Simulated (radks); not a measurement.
Results of a calculation; reference values are marked as such.
Question: Species: Au40+. Configuration: [Kr] 4d3. Code: a radial shooting solver on a logarithmic mesh with Libxc functionals. Model: Dirac Kohn-Sham, relativistic LDA (MacDonald-Vosko exchange, VWN5 correlation), spin-unpolarised, spherical densities, finite nucleus; open shells fill j = l - 1/2 first; Fermi nuclear charge, rms radius 5.4371 fm.

Spin-orbit splittings of the eigenvalues, e(l+1/2) - e(l-1/2), with zeta = 2 splitting/(2l+1) and mean radii in bohr:

shell  occ.  splitting (eV)  zeta (eV)  <r> j=l-1/2  <r> j=l+1/2
2p        6            1811       1207      0.05819      0.06668
3p        6           409.9      273.3       0.1723       0.1871
3d       10           89.16      35.66       0.1626       0.1671
4p        6               ?          ?       0.3682       0.3909
4d        3           27.35      10.94       0.3792       0.3856

Estimate the 4p splitting.

Answer: 128.1 eV (zeta = 85.42 eV).
